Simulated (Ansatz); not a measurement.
`SB(Cl)Cl` + silanol → `[SiH3]OB(S)Cl` + HCl at 700 K and 1 bar (ligand exchange at a B–Cl bond).

Isolated molecules relaxed with PBE0-D4/def2-TZVP in Ansatz; ΔE leaves out vibrations. CCSD(T)/CBS is the MP2 limit (def2-TZVPP, def2-QZVPP) plus CCSD(T) − MP2 in def2-TZVPP, frozen cores. This one scheme is used for every species. Each species was taken in one conformer, which may not be the lowest.

```csv
species,CCSD(T)/CBS energy (Eh),H − E (kJ/mol),S (J/(mol·K))
`SB(Cl)Cl`,-1342.83724,92.6,381.3
`O[SiH3]`,-366.69042,144.6,321.6
`[SiH3]OB(S)Cl`,-1249.16418,197.0,491.2
HCl,-460.38127,38.4,211.8
```

H − E and S are ideal-gas, rigid-rotor, harmonic terms from PBE0-D4/def2-TZVP, for one conformer and one mirror image of each species. 1 Eh = 2625.50 kJ/mol, R = 8.31446 J/(mol·K).

Problem. By hand: ΔE, ΔH, ΔS and ΔG.

Solution. ΔE = (-1249.16418) + (-460.38127) − (-1342.83724) − (-366.69042) = -0.01779 Eh = -46.7 kJ/mol. Δ(H − E) = 197.0 + 38.4 − 92.6 − 144.6 = -1.8, so ΔH = -48.5 kJ/mol. ΔS = 491.2 + 211.8 − 381.3 − 321.6 = 0.1 J/(mol·K). ΔG = -48.5 − 700 × (0.1)/1000 = -48.6 kJ/mol.

Problem. By hand: the equilibrium constant, and the temperature at which ΔG would vanish if ΔH and ΔS stayed fixed.

Solution. log₁₀ K = −ΔG/(RT ln 10) = 3.6. ΔH and −TΔS have one sign here, so there is no such temperature. One of them is within its doubt of zero, so this could turn.

The number of gas molecules stays the same, so ΔS is small and ΔH decides. A doubt of 5 kJ/mol in ΔE shifts log₁₀ K by 0.4 here. Other conformers and mirror images would add mixing entropy, several J/(mol·K) or more a flexible species. Modes under 60 cm⁻¹, often nearly free rotors, make the harmonic entropy too high. These are equilibria of isolated gas molecules and say nothing of rates. Largest T1 diagnostic: 0.012 (customary marks: 0.02 for closed shells, 0.045 for open ones).
